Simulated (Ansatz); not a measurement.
Consider the ligand exchange at a Ge–Se bond: `[CH3][GeH]([Cl])[SeH]` + H–F → `[CH3][GeH]([F])[Cl]` + H₂Se.

Program: Ansatz. Geometries: PBE0-D4/def2-TZVP. ΔE: electronic, gas phase. CCSD(T)/CBS is the MP2 limit (def2-TZVPP, def2-QZVPP) plus CCSD(T) − MP2 in def2-TZVPP, frozen cores. This one scheme is used for every species. Functionals use def2-TZVPP. For Ge, Se outer-core shells are correlated without core-valence functions, which leaves a few kJ/mol of doubt a bond. Scalar relativity is left out up to krypton. One conformer a species, not always the lowest.

```csv
level,ΔE (kcal/mol)
revPBE-D4,0.2
BHLYP-D4,-2.0
revPBE,-2.1
BLYP,-5.1
r2SCAN0,-1.8
MP2/def2-SVP,-4.6
MP2/def2-TZVPP,0.6
HF/def2-QZVPP,-6.9
```

(1) What does CCSD(T)/CBS give? (Estimate.)

Largest T1 diagnostic among the species: 0.011.

## Answers

(1) Ansatz gave: -0.1 kcal/mol. The listed levels differ from it by 0.3, -1.9, -2.0, -5.0, -1.7, -4.5, 0.7, -6.8 kcal/mol.

Leaving LDA and LC-ωPBE aside and taking each functional with its dispersion term where it has one, the values, not all of them listed here, spread over 5.8 kcal/mol, from B97M-V to HSE06-D4. LDA lies +0.9 kcal/mol from PBE without D4. At CCSD(T), def2-SVP lies −5.9 kcal/mol from the extrapolated value and def2-TZVPP −1.3 kcal/mol.
